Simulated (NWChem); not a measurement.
CH$_{2}$AlNO; SMILES [AlH2][N]=C=O

Computed with NWChem. Structure relaxed at the PBE0/def2-SVP level. One conformer.

Diagonal of the polarisability tensor at CAM-B3LYP/def2-SVPD, static: 35.18, 70.47, 40.66 bohr³.

Q: Find the mean polarisability volume, the molar refraction, and the refractive index that an ideal gas of it would have at 273.15 K and 1 atm.

A: 
1. Mean: one third of the trace = 48.77 bohr³ × 0.14818 Å³/bohr³ = 7.23 Å³.
2. Molar refraction (Lorentz-Lorenz): (4π/3) N_A α = 18.2 cm³/mol.
3. Number density p/kT = 2.687 × 10⁻⁵ Å⁻³; n − 1 = 2π N α = 12.20 × 10⁻⁴.
4. These hold the electronic response alone: vibrational and orientational terms add to the static dielectric constant.
